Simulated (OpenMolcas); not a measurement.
Ba+: CASPT2 settings compared

| Item | Value |
| --- | --- |
| Program | OpenMolcas |
| Basis | ANO-RCC-VTZP [8s7p4d2f1g] |
| Scalar Hamiltonian | DKH2, point nucleus |
| Active space | 1 electron in 9 orbitals (5d 6s 6p) |
| State averaging | 2S+1 = 2 even, 6 roots; 2S+1 = 2 odd, 3 roots |
| Spin-orbit coupling | RASSI with atomic mean-field integrals over the reference wave functions, term energies averaged over their components |

Methods on the same reference wave functions:
A. CASSCF
B. SS-CASPT2, IPEA 0.35 Eh, imaginary shift 0.4 Eh (closed shells correlated: 5s 5p)
C. SS-CASPT2, IPEA 0.2 Eh, imaginary shift 0.3 Eh (closed shells correlated: 5s 5p)
D. XMS-CASPT2, IPEA 0.1 Eh, sigma1 regulariser 0.25 Eh (closed shells correlated: 5s 5p)

Energies in cm⁻¹ above 6s ²S_1/2, the measured ground level; measured values from NIST Handbook of Basic Atomic Spectroscopic Data.

```json
{"Level": "6s ²S_1/2", "A": "0.0", "B": "0.0", "C": "0.0", "D": "0.0", "Measured": "0.0"}
{"Level": "5d ²D_3/2", "A": "7223", "B": "6605", "C": "6595", "D": "6663", "Measured": "4874"}
{"Level": "5d ²D_5/2", "A": "8024", "B": "7406", "C": "7396", "D": "7464", "Measured": "5675"}
{"Level": "6p ²P°_1/2", "A": "18140", "B": "19916", "C": "20004", "D": "20397", "Measured": "20262"}
{"Level": "6p ²P°_3/2", "A": "19176", "B": "20953", "C": "21041", "D": "21433", "Measured": "21952"}
```

Deviations, from unrounded energies. A percentage is the sum of absolute deviations over the sum of measured energies, with the sign that they share, or ± where signs differ.

| Against measurement | Levels | A | B | C | D |
| --- | --- | --- | --- | --- | --- |
| mean absolute deviation (cm-1) | 4 | 2400 | 1200 | 1200 | 1100 |
| other configurations (%) | 4 | ±18.2 | ±9.1 | ±8.7 | ±8.0 |

D lies closest to measurement on these levels and A furthest from it. The largest miss of D in the table is 5d ²D_5/2, by +1800 cm-1. The ranking rests on the paired levels alone, and a cruder setting can come out closer through cancelling errors.

Among B to D the level of the table that moves most is 6p ²P°_1/2, by 480 cm-1 (lowest in B, highest in D).

The lowest spin-free term lies below A's lowest term by 0.170 hartree in B, 0.171 hartree in C, 0.174 hartree in D.

ANO sets are built for ground and valence states and can reach diffuse excited orbitals poorly. With one active electron the reference holds no correlation, so core polarisation is missing (holds for A). With one active electron, CASPT2 adds the correlation within the correlated inactive shells and between them and that electron, and leaves the splitting within a term as the reference gives it (holds for B; C; D). Computed and measured levels are paired by configuration, term and J; levels that our copy of the source lacks, or whose pairing is in doubt (as where it misses far off the trend of its configuration), stay unpaired and out of the deviations. Only configurations of the active space appear.

° marks odd parity.
